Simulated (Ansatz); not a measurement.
HCl3OTi, triplet, at a GFN2-xTB geometry (such geometries of metal compounds can be far from the true shape) (the multiplicity is a formal guess), with bond 2-1 at 1.4 times its length; SC-NEVPT2/STO-3G, CASSCF(6,7) (Ansatz, a first-principles code).

Ansatz was given this input:
Ansatz 0.2 input:
```yaml
crystal:
  periodic: [false, false, false]
  atoms:
    - {symbol: Ti, position_ang: [-0.54812183, 0.10169173, -0.12650554]}
    - {symbol: Cl, position_ang: [2.21923199, 1.71382830, -0.25564909]}
    - {symbol: Cl, position_ang: [0.67417048, -0.35912771, 1.75377039]}
    - {symbol: Cl, position_ang: [-0.30973850, -1.57772016, -1.40809297]}
    - {symbol: O, position_ang: [-1.95095903, 0.99691229, 0.06873694]}
    - {symbol: H, position_ang: [-2.81450210, 1.40919399, 0.07547612]}
basis:
  gaussian:
    orbitals: STO-3G
correlation: {method: sc_nevpt2, electrons: all, active_space: {window: {electrons: 6, orbitals: 7}}}
magnetization: {spin_polarized: false, initial_magnetization: 2}
```

The log (banner, timings and long lists left out):

```
Functional definition: HF
620 factors; integrals over basis functions are off by at most 1.1e-4 eV
mean field evaluation 1: about -61979.2372 eV, gradient 3.2e1 eV
mean field evaluation 2: about -61979.3002 eV, gradient 3.2e1 eV
mean field evaluation 4: about -61990.6785 eV, gradient 2.1e1 eV
mean field evaluation 8: about -61992.6058 eV, gradient 3.7e-1 eV
mean field evaluation 16: about -61992.6130 eV, gradient 3.9e-4 eV
mean field evaluation 32: about -61991.8942 eV, gradient 2.6e0 eV
mean field evaluation 64: about -61992.4184 eV, gradient 6.2e-1 eV
mean field evaluation 96: about -61992.6113 eV, gradient 5.4e-2 eV
mean field -61992.61297416 eV, -2278.1865066980 hartree, gradient 1.9e-6 eV, S^2 2.000000; 9 other end points of the search recorded, 0 dependent functions left out
reference -61992.61297416 eV, -2278.1865066980 hartree; 42, 40 occupied and 9, 11 virtual orbitals, 620 factors
state -61993.49496383 eV, -2278.2189192206 hartree
state -61993.49496383 eV, -2278.2189192206 hartree; corrected -61996.82433871 eV, -2278.3412714906 hartree
state -61992.93466511 eV, -2278.1983286223 hartree
state -61992.93466511 eV, -2278.1983286223 hartree; corrected -61996.77776256 eV, -2278.3395598489 hartree
state -61993.49496383 eV, -2278.2189192206 hartree; corrected -61996.82433871 eV, -2278.3412714906 hartree
Total energy: -61996.82433871 eV, -2278.3412714906 hartree
```
